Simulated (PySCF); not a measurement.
C2H3BF2 (charge +1 and doublet state).
SMILES with atom numbers: `[CH2+:1][CH:2][B:3]([F:4])[F:5]` (hydrogens: H6, H7 on C1; H8 on C2)

Theory: PBE0-D3(BJ)/def2-SVP geometry optimisation, gas phase (PySCF).

Q: Give the optimised bond lengths and angles.

A: 
| bond | length (pm) |
| --- | --- |
| C1–C2 | 137.3 |
| C2–B3 | 162.0 |
| B3–F4, B3–F5 | 129.0 |
| C1–H6 | 110.3 |
| C1–H7 | 110.4 |
| C2–H8 | 110.7 |

Bonds in one row agree within 1 pm and their mean is given. A selection of angles:
| angle | degrees |
| --- | --- |
| C2–C1–H6 | 121.6 |
| C2–C1–H7 | 121.4 |
| H6–C1–H7 | 117.0 |
| C1–C2–B3 | 122.0 |
| C1–C2–H8 | 120.4 |
| B3–C2–H8 | 117.5 |
| C2–B3–F4 | 118.7 |
| C2–B3–F5 | 115.5 |
| F4–B3–F5 | 125.9 |

Torsions: C1–C2–B3–F4 122° (anticlinal). The mirror-image conformer, all signs reversed, is as good.

C1 (carbon bonded to C and 2 H) is planar (angles 121.6°, 121.4° and 117.0°, sum 360.0°, 0.01 Å off the plane of its three neighbours). C2 (carbon bonded to B, C and H) is planar (angles 122.0°, 120.4° and 117.5°, sum 360.0°, 0.02 Å off the plane of its three neighbours). B3 (boron bonded to C and 2 F) is planar (angles 125.9°, 118.7° and 115.5°, sum 360.0°, 0.00 Å off the plane of its three neighbours).

Point group: C1 (no symmetry element, even within 0.4 Å). Whether it is a minimum is left open (no frequencies). ⟨S²⟩ = 0.759 (exact for a doublet: 0.75). Torsions: H–C1–C2–B3 37° and -141°.
